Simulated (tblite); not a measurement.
Q: Give a GFN2-xTB geometry of InChI=1S/C3H10NSi/c1-3-4-5-2/h3-4H,5H2,1-2H3. (Doublet state.)

A: 
```xyz
15
C3H10NSi angstrom
C     -2.3669   -0.3533   -0.0782
C     -1.5596    0.7885   -0.5587
N     -0.1857    0.7441   -0.4932
Si     0.8455   -0.6010   -0.1504
C      2.5976    0.1136   -0.2283
H     -2.3413   -0.4476    1.0150
H     -1.9842   -1.2898   -0.4851
H     -3.4046   -0.2316   -0.3800
H     -2.0136    1.7545   -0.6926
H      0.2481    1.6016   -0.8002
H      0.7182   -1.6926   -1.1346
H      0.5416   -1.1348    1.1852
H      3.3183   -0.6434    0.0604
H      2.8581    0.4421   -1.2300
H      2.7242    0.9577    0.4431
```

Any rigid rotation of these coordinates is as good. Atoms count from 1 in this order. C2 (carbon bonded to C, N and H) is almost planar (angles 120.3°, 120.2° and 117.1°, sum 357.7°, 0.11 Å off the plane of its three neighbours). Si4 (silicon bonded to C, N and 2 H) is distorted tetrahedral (angles from 104.5° to 113.1°). Of the pairs four or more bonds apart, Si4···H7 is among the closest relative to their van der Waals radii: 2.93 Å, 89 % of the sum of Bondi's values. N3 (nitrogen bonded to C, Si and H) is planar (angles 129.0°, 117.7° and 112.8°, sum 359.5°, 0.05 Å off the plane of its three neighbours).

Bonds between heavy atoms (Å): C1–C2 1.479, C2–N3 1.376, N3–Si4 1.729, Si4–C5 1.894.

Computed geometry: GFN2-xTB, gas phase. This method treats the open shell by occupation alone, without spin polarisation.

Its GFN2-xTB frequencies are all real (lowest 66 cm⁻¹). Torsions: C1–C2–N3–Si4 11°, C2–N3–Si4–C5 180°. 2 starts were optimised and ended at 0.00 and 1.04 kcal/mol (GFN2-xTB); the lowest of these is shown.

One conformer stands for the species.
